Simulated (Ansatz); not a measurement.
Reaction (ligand exchange at a B–N bond): `C[N]([GeH3])BF` + `C=C(N)[SiH3]` → `C=C([SiH3])NBF` + `C[NH][GeH3]`

Calculated with Ansatz (gas phase, PBE0-D4/def2-TZVP geometries, no zero-point term in ΔE). CCSD(T)/CBS adds triple-zeta CCSD(T) − MP2 to the extrapolated MP2 energy (def2 sets, frozen cores). DFT in def2-TZVPP. For Ge outer-core shells are correlated without core-valence functions, which leaves a few kJ/mol of doubt a bond. Scalar relativity is left out up to krypton. One conformer a species, not always the lowest.

`C[N]([GeH3])BF`:

Z-matrix (Å, degrees):
```
C
N 1 1.452
H 1 1.095 2 111.5
H 1 1.091 2 110.0 3 -119.8
H 1 1.095 2 111.5 3 120.5
Ge 2 1.862 1 115.4 3 -60.3
B 2 1.393 1 120.9 3 119.7
H 6 1.539 2 107.2 1 58.7
H 6 1.527 2 109.6 1 -179.8
H 6 1.539 2 107.2 1 -58.3
F 7 1.341 2 120.3 1 -180.0
H 7 1.199 2 121.7 1 0.0
```

`C=C(N)[SiH3]`:

```xyz
11

C    -1.313   -0.815    0.188
C    -0.359    0.103   -0.012
N    -0.617    1.441   -0.266
Si    1.438   -0.388    0.188
H    -1.060   -1.832    0.451
H    -2.371   -0.572    0.112
H     0.064    1.931   -0.823
H    -1.564    1.665   -0.532
H     2.038    0.258    1.385
H     2.215    0.072   -0.999
H     1.530   -1.863    0.308
```

`C=C([SiH3])NBF`:

Z-matrix (Å, degrees):
```
Si
C 1 1.880
H 1 1.484 2 106.4
H 1 1.486 2 111.2 3 119.4
H 1 1.486 2 111.2 3 -119.5
N 2 1.396 1 119.9 3 -180.0
C 2 1.336 1 118.7 3 0.0
B 6 1.399 2 127.2 1 -0.1
H 6 1.013 2 114.7 1 180.0
H 7 1.088 2 121.9 1 180.0
H 7 1.081 2 121.0 1 0.0
F 8 1.333 6 118.5 2 -180.0
H 8 1.195 6 122.0 2 0.0
```

`C[NH][GeH3]`:

Z-matrix (Å, degrees):
```
C
N 1 1.450
H 1 1.100 2 114.8
H 1 1.094 2 110.2 3 121.9
H 1 1.094 2 109.5 3 -120.8
Ge 2 1.838 1 118.0 3 67.0
H 2 1.010 1 111.6 3 -66.0
H 6 1.549 2 113.3 1 -56.3
H 6 1.536 2 107.2 1 -177.3
H 6 1.537 2 107.0 1 63.0
```

Task: Is it downhill or uphill in electronic energy at CCSD(T)/CBS, and by how much? (An estimate is asked.)

Result: Ansatz gave: Uphill: ΔE = +9.8 kJ/mol.

Task: What do these levels give: PBE-D4, r2SCAN-D4, PBE0-D4, ωB97M-V, PBE, CCSD/def2-TZVPP, CCSD(T)/def2-TZVPP, HF/def2-QZVPP, SCS-MP2/def2-QZVPP, HF/CBS(def2), MP2/CBS(def2), CCSD/CBS(def2)? (An estimate is asked.)

Result: The calculation gave: PBE-D4 10.6, r2SCAN-D4 11.0, PBE0-D4 9.4, ωB97M-V 10.4, PBE 10.2, CCSD/def2-TZVPP 10.1, CCSD(T)/def2-TZVPP 10.9, HF/def2-QZVPP 6.0, SCS-MP2/def2-QZVPP 10.0, HF/CBS(def2) 6.0, MP2/CBS(def2) 10.9, CCSD/CBS(def2) 9.0 kJ/mol.

Largest T1 diagnostic among the species: 0.013.

In def2-TZVPP, CCSD(T) changes the Hartree–Fock value by +5.0 kJ/mol (the triples alone add +0.8 kJ/mol) and MP2 by +6.0 kJ/mol.
